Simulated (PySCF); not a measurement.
Molecule (SMILES): C=[SiH2] (CH2-SiH2).
Geometry (B3LYP-D3(BJ)/def2-TZVP, fixed):
```xyz
6

C     -1.1498    -0.0548    -0.0450
Si     0.5479     0.0261     0.0215
H     -1.7685     0.8316    -0.0996
H     -1.6839    -0.9961    -0.0356
H      1.3979    -1.1745     0.0958
H      1.2833     1.3023     0.0091
```

Basis-set convergence of the mean static polarisability at PBE0 with PySCF. All functions are spherical. Density fitting with generated auxiliary sets. In sets without p functions on hydrogen, species with hydrogen take exact integrals. No added dispersion term, no relativity. Reference: the value in aug-pcseg-2, 47.79 bohr³, itself unsure by roughly 0.3 % (its distance from aug-cc-pV(T+d)Z). Deviations are taken from unrounded values.

| basis | functions | mean static polarisability (bohr³) |
|---|---|---|
| 6-31G* | 40 | 35.18 |
| 6-31+G* | 48 | 40.58 |
| def2-SVP | 52 | 37.61 |
| def2-SVPD | 76 | 45.59 |
| pcseg-1 | 52 | 37.26 |
| aug-pcseg-1 | 86 | 47.13 |
| cc-pV(D+d)Z | 57 | 37.27 |
| aug-cc-pV(D+d)Z | 91 | 47.52 |
| 6-311G** | 68 | 37.45 |
| 6-311+G** | 76 | 42.42 |
| def2-TZVP | 92 | 42.16 |
| def2-TZVPD | 116 | 47.36 |
| pcseg-2 | 120 | 41.07 |
| aug-pcseg-2 | 188 | 47.79 |
| cc-pV(T+d)Z | 125 | 42.22 |
| aug-cc-pV(T+d)Z | 193 | 47.93 |
| def2-TZVPP | 129 | 42.59 |
| def2-TZVPPD | 153 | 47.40 |
| def2-QZVPP | 247 | 45.73 |
| def2-QZVPPD | 271 | 47.83 |

What the diffuse functions change, pair by pair:
- 6-31G* to 6-31+G*: 8 more functions, deviation -26.4 to -15.1 %
- def2-SVP to def2-SVPD: 24 more functions, deviation -21.3 to -4.6 %
- pcseg-1 to aug-pcseg-1: 34 more functions, deviation -22.0 to -1.4 %
- cc-pV(D+d)Z to aug-cc-pV(D+d)Z: 34 more functions, deviation -22.0 to -0.6 %
- 6-311G** to 6-311+G**: 8 more functions, deviation -21.6 to -11.2 %
- def2-TZVP to def2-TZVPD: 24 more functions, deviation -11.8 to -0.9 %
- pcseg-2 to aug-pcseg-2: 68 more functions, deviation -14.1 to 0.0 %
- cc-pV(T+d)Z to aug-cc-pV(T+d)Z: 68 more functions, deviation -11.7 to 0.3 %
- def2-TZVPP to def2-TZVPPD: 24 more functions, deviation -10.9 to -0.8 %
- def2-QZVPP to def2-QZVPPD: 24 more functions, deviation -4.3 to 0.1 %

Leaving out the reference's own pair, they bring the value nearer the reference by more than 0.3 % in 9 of 9 pairs.
